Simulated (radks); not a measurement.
Values are calculated unless marked as measured or tabulated.
Effect of the nuclear size on the nickel ion Ni+, [Ar] 3d9. Level of theory: Dirac Kohn-Sham, exchange-only LDA, spin-unpolarised, spherical densities, finite nucleus; open shells fill j = l - 1/2 first; Fermi nuclear charge, rms radius 3.7757 fm (a radial shooting solver on a logarithmic mesh with Libxc functionals). The rms radius is varied about that value; shifts are against it.

rms radius (fm)  total energy shift (eV)  density at nucleus (e/bohr^3)  1s1/2 shift (meV)  2s1/2 shift (meV)  3s1/2 shift (meV)
3.3604                           -0.0327                       1.96e+04              -13.9              -1.30             -0.195
3.5114                           -0.0212                      1.956e+04              -9.03             -0.844             -0.127
3.7757                                 0                      1.949e+04              0.000              0.000              0.000
3.9078                            0.0111                      1.945e+04               4.75              0.444              0.067
4.5724                            0.0728                      1.931e+04               31.0               2.89              0.435

Slopes of the eigenvalues against <r^2> in GHz/fm^2, as finite differences over the two radii next to the reference (eigenvalue slopes, not the field-shift constants of lines): 1s1/2 1130, 2s1/2 106, 3s1/2 15.9.
